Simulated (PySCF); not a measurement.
# Name the molecule from its bond curve

A diatomic of charge 0 contains Tl. Its singlet curve at RHF-SCS-MP2 in a triple-zeta basis (scalar-relativistic core potentials, PySCF), in eV from the separated fragments:

| R (Å) | E (eV) |
| --- | --- |
| 1.808 | -4.059 |
| 1.892 | -4.651 |
| 1.976 | -4.973 |
| 2.039 | -5.088 |
| 2.102 | -5.125 |
| 2.165 | -5.104 |
| 2.249 | -5.011 |
| 2.354 | -4.826 |
| 2.480 | -4.549 |
| 2.648 | -4.144 |

The fit gives ωe = 471 cm⁻¹ and the rotational constant Bₑ = 0.2183 cm⁻¹.

Problem. Which atom is the partner?

Solution. The minimum lies at 2.108 Å, so the reduced mass is 16.8576 u Å² cm⁻¹/(Bₑ·Re²) = 17.38 u. With Tl at 204.97 u the partner weighs about 19.0 u: F. The molecule is TlF.

Correlated steps freeze 5 core orbitals. These are scalar-relativistic numbers at best; spin–orbit coupling would shift them, the dissociation energy most.
